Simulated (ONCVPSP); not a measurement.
As (Z = 33): excitation energies, all-electron against ONCV

As, optimised norm-conserving Vanderbilt (ONCV), made with ONCVPSP 4.0.1 (LDA (Perdew-Wang 92), scalar-relativistic). Core [Ar], reference 3d10 4s2 4p3. Waves: 4s: rc 1.20 bohr, ncon 3, nbas 6, qcut 5.1 1/bohr, 1 projector; 4p: rc 1.90 bohr, ncon 4, nbas 8, qcut 4.5 1/bohr, 1 projector; 3d: rc 0.65 bohr, ncon 4, nbas 8, qcut 21 1/bohr, 3 projectors, debl 3.6 Ha; f scattering state at 0.19 Ha: rc 1.85 bohr, ncon 3, nbas 7, qcut 6.6 1/bohr, 3 projectors, debl 2.3 Ha. Local part: polynomial inside 0.60 bohr (lpopt 5, dvloc0 -1 Ha). Core correction: polynomial model core, fcfact 0.5.

Energies are relative to the spin-unpolarised reference configuration 3d10 4s2 4p3; without spin polarisation the order of configurations can differ from experiment.

| valence configuration | charge | ΔE all-electron (eV) | error AE − PS (meV) |
| --- | --- | --- | --- |
| 3d10 4s2 4p2 | +1 | 9.320 | -0.2 |
| 3d10 4s2 4p0 | +3 | 55.512 | +2.3 |

Question: What are ΔE and the potential's error for 3d9 4s2 4p3?

Answer: ΔE = 51.096 eV all-electron; the error (AE − PS) is -490 meV.

Question: What are ΔE and the potential's error for 3d10 4s2 4p1?

Answer: ΔE = 27.477 eV all-electron; the error (AE − PS) is +1.2 meV.

Levels in the configuration 3d10 4s2 4p1:

```json
{"level": "3d", "all-electron (eV)": "-62.255", "pseudo (eV)": "-62.054"}
{"level": "4s", "all-electron (eV)": "-33.775", "pseudo (eV)": "-33.767"}
{"level": "4p", "all-electron (eV)": "-22.953", "pseudo (eV)": "-22.947"}
```

Note: ghosts flagged at negative energy: s at -463.9 eV, p at -123.6 eV; no localised positive-energy state flagged. A true bound ghost makes a file unfit for plane-wave use.
